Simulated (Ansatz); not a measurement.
Program: Ansatz. Geometries: PBE0-D4/def2-TZVP. ΔE: electronic, gas phase. CCSD(T)/CBS adds triple-zeta CCSD(T) − MP2 to the extrapolated MP2 energy (def2 sets, frozen cores). Double bonds are as drawn, so ΔE can hold a change between cis and trans. DFT in def2-TZVPP. For Se outer-core shells are correlated without core-valence functions, which leaves a few kJ/mol of doubt a bond. Scalar relativity is left out up to krypton. Each species was taken in one conformer, which may not be the lowest.

`C[Se][AlH][F]` + `N/C=C/[SiH2]Cl` → `N/C=[CH]/[AlH][F]` + `C[Se][SiH2]Cl`  (redistribution)

```csv
level,ΔE (kJ/mol)
PBE-D4,37.0
PBE,38.5
```

**Question.** What does CCSD(T)/CBS give? (An estimate is asked.)

**Answer.** Ansatz gave: +41.7 kJ/mol. The listed levels differ from it by -4.7, -3.2 kJ/mol.

Largest T1 diagnostic among the species: 0.013.

In def2-TZVPP, CCSD(T) changes the Hartree–Fock value by −3.9 kJ/mol (the triples alone add −0.8 kJ/mol) and MP2 by −5.1 kJ/mol.
